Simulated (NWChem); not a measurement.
SiHOF, singlet; SMILES O[Si]F

```xyz
4

Si     0.6214     0.0125     0.0000
F     -0.4211    -1.2591     0.0000
O     -0.4493     1.2760     0.0000
H     -1.3979     1.0886     0.0000
```
Atoms are numbered in this order, from 1.

All runs: NWChem. Geometry optimised at PBE0/def2-SVP; all other runs use it. Low-valent species are run as closed-shell singlets; no triplet was tried in these runs.

```tsv
quantity	level	value
vertical, lowest excitation, singlet (eV)	B3LYP/def2-SVPD, TDA	[?]
isotropic polarisability (bohr³), static	B3LYP/def2-SVPD	33.7
vertical ionisation energy, ΔSCF (eV)	PBE/def2-SVP	10.17
dipole in solution (D) in n-hexane	PBE0/def2-SVP, SMD	[?]
dipole (D)	PBE0/def2-SVP	0.99
highest harmonic frequency (cm⁻¹)	PBE0/def2-SVP	[?]
```

Question: Some entries are withheld; supply them.

Answer: 
- vertical, lowest excitation, singlet (eV), value: 5.78
- dipole in solution (D) in n-hexane, value: 1.08
- highest harmonic frequency (cm⁻¹), value: 3856
